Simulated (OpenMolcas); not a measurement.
**Exact exchange and the dipole moment of CaF**

CaF: 2 atoms, total charge 0, spin state doublet. SMILES: `[F][Ca]`. Geometry: relaxed at PBE0-D4/def2-TZVP.

The dipole moment y, in D, basis def2-TZVPP; a is the functional's share of exact exchange. Programs: OpenMolcas 26.06.

| functional | program | a | y (D) |
| --- | --- | --- | --- |
| UTPSS | OpenMolcas | 0 | 2.64 |
| UPBE | OpenMolcas | 0 | 2.85 |
| UB3LYP | OpenMolcas | 0.2 | ? |
| UPBE0 | OpenMolcas | 0.25 | 2.91 |
| UBHLYP | OpenMolcas | 0.5 | 3.28 |

Task: Fit y = c + s·a to the known rows and predict UB3LYP.

Result: 
1. Means of the 4 rows: a = 0.1875, y = 2.920.
2. Σ(Δa)² = 0.17188, Σ(Δa·Δy) = 0.1775, so the slope is 0.1775/0.17188 = 1.0327.
3. Intercept: 2.920 − (1.0327) × 0.1875 = 2.726. The largest residual of the fit is 0.12.
4. UB3LYP: 2.726 + (1.0327) × 0.2 = 2.93 D.

The run gave 3.22 D, so the prediction is off by -0.29 D, more than the scatter of the fit. More exact exchange makes the molecule more polar here. The rows mix families of semi-local functionals, which the line can't see.
